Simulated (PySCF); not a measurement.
Ligand exchange on a metal centre used in film growth or etching (Hf F-H). All species are isolated molecules in the gas phase.

The HOMO–LUMO gap from two functionals at the same geometries (PBE-D3(BJ)/def2-SVP), both in PySCF: PBE-D3(BJ)/def2-TZVP and B3LYP-D3(BJ)/def2-TZVP. B3LYP has the VWN-RPA correlation part, as in Gaussian. 

| species | PBE-D3(BJ)/def2-TZVP (eV) |
|---|---|
| 0 of 4 F replaced by H ([Hf(F)4]) | 8.37 |
| 1 of 4 F replaced by H ([Hf(F)3(H)]) | 5.57 |
| 2 of 4 F replaced by H ([Hf(F)2(H)2]) | 4.37 |
| 3 of 4 F replaced by H | 4.27 |
| 4 of 4 F replaced by H ([Hf(H)4]) | 4.04 |

Q: What does B3LYP-D3(BJ)/def2-TZVP give for each?

A: 
- 0 of 4 F replaced by H ([Hf(F)4]): 10.50
- 1 of 4 F replaced by H ([Hf(F)3(H)]): 7.41
- 2 of 4 F replaced by H ([Hf(F)2(H)2]): 6.19
- 3 of 4 F replaced by H: 6.10
- 4 of 4 F replaced by H ([Hf(H)4]): 5.91
Over these rows, drawn at random from the members with no instability flagged (it was tested for open shells, ions and some series alone), PBE minus B3LYP-D3(BJ): mean -1.90 eV, from -2.13 eV to -1.82 eV.
